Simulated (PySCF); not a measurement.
PySCF job for SiOCl2, SMILES Cl[Si](Cl)=O, PBE0-D3(BJ)/def2-SVP. Geometry: PBE0-D3(BJ)/def2-SVP.

```python
import numpy as np
from pyscf import gto, scf, dft, df
from pyscf.hessian import thermo

mol = gto.M(
    atom='''
    Si    0.00000000    0.00000000   -0.50437237
    O     0.00000000    0.00000000   -2.02509922
    Cl    0.00000000   -1.63585755    0.68417668
    Cl    0.00000000    1.63585755    0.68417668
    ''',
    basis='def2-SVP',
    charge=0,
    spin=0,
    max_memory=1600,
    verbose=3,
)
mf = dft.RKS(mol, xc='pbe0').density_fit(auxbasis='def2-universal-jkfit')
mf.disp = 'd3bj'
mf.grids.level = 3
mf.conv_tol = 1e-11
mf.max_cycle = 100
mf.kernel()

# [left out here: the lines that compute and print the analytic Hessian (its translational invariance restored by hand, since the grid's response is missing), thermochemistry and intensities]
```

Log of the run:

```
converged SCF energy = -1284.26889577796

WARN: DFTD3 does not support analytical Hessian, using finite difference


WARN: Mole.unit (angstrom) is changed to Bohr

Mode                                 0                   1                   2
Irrep
Freq [cm^-1]                      197.6109            265.3605            285.8472
Reduced mass [au]                  30.9038             19.8555             24.2790
Force const [Dyne/A]                0.7110              0.8238              1.1688
Char temp [K]                     284.3181            381.7947            411.2705
Normal mode                   x     y     z       x     y     z       x     y     z
       0  Si                 0.00 -0.00 -0.07   -0.00 -0.05  0.00   -0.16  0.00 -0.00
       1   O                -0.00  0.00 -0.07    0.00  0.20  0.00    0.12 -0.00 -0.00
       2  Cl                -0.00  0.09  0.05    0.00 -0.03  0.06    0.03  0.00 -0.00
       3  Cl                -0.00 -0.09  0.05    0.00 -0.03 -0.06    0.03 -0.00  0.00
Mode                                 3                   4                   5
Irrep
Freq [cm^-1]                      505.1530            647.2368           1275.2895
Reduced mass [au]                  27.7201             30.0863             19.4906
Force const [Dyne/A]                4.1677              7.4258             18.6764
Char temp [K]                     726.8027            931.2297           1834.8576
Normal mode                   x     y     z       x     y     z       x     y     z
       0  Si                -0.00 -0.00 -0.08   -0.00 -0.15  0.00    0.00  0.00 -0.12
       1   O                 0.00  0.00 -0.11    0.00  0.02  0.00   -0.00  0.00  0.19
       2  Cl                 0.00 -0.07  0.06    0.00  0.06 -0.04   -0.00 -0.01  0.00
       3  Cl                 0.00  0.07  0.06    0.00  0.06  0.04   -0.00  0.01  0.00
temperature 298.1500 [K]
pressure 101325.00 [Pa]
Rotational constants [GHz] 4.77168 2.66367 1.70942
Symmetry number 2
Zero-point energy (ZPE) 0.00724 [Eh]   18999.677 [J/mol]
                           tot       elec      trans        rot        vib
Entropy [J/mol/K]       302.010      0.000    167.921    107.601     26.488
Cv [J/mol/K]             56.794      0.000     12.472     12.472     31.850
Cp [J/mol/K]             65.108      0.000     20.786     12.472     31.850
Internal energy [J/mol]                      3718.434   3718.434  23821.040
Internal energy [Eh]   -1284.25699  -1284.26890
Enthalpy [J/mol]                             6197.391   3718.434  23821.040
Enthalpy [Eh]          -1284.25605
Gibbs free energy [J/mol]                  -43868.377 -28362.731  15923.769
Gibbs free energy [Eh] -1284.29034
mode   freq/cm-1   IR/(km/mol)
   1      197.61         2.292
   2      265.36        32.222
   3      285.85        42.710
   4      505.15        20.208
   5      647.24       231.539
   6     1275.29       108.680
max |gradient| / (hartree/bohr): 5.717009897130938e-05
APT charges: [ 1.5769 -0.6878 -0.4446 -0.4446]
```

The calculation finished and met its thresholds.

Cost: roughly 28 core-seconds.
